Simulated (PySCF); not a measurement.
**Excitation energy of S²⁺ by level of theory**

S²⁺ [Ne] 3s2 3p2 (3P) → S²⁺ [Ne] 3s2 3p1 4s1 (3P), as a difference of total energies. Computed with PySCF 2.14 in aug-cc-pV(D+d)Z, with the non-relativistic Hamiltonian (point nucleus). Correlated levels: valence: [Ne] frozen. The calculations carry no spin-orbit coupling.

```
           method  excitation energy (cm⁻¹)
              UHF                    145280
    MP2 (valence)                    145140
SCS-MP2 (valence)                    145000
   CCSD (valence)                    144980
CCSD(T) (valence)                    144690
  CCSDT (valence)                    144290
```

The promoted electron is Rydberg-like, and one or two diffuse shells describe it only roughly, which tends to raise the upper state.

The coupled-cluster amplitudes are large for the upper state (T1 above 0.03 or a double amplitude above 0.15), so a single reference is strained.
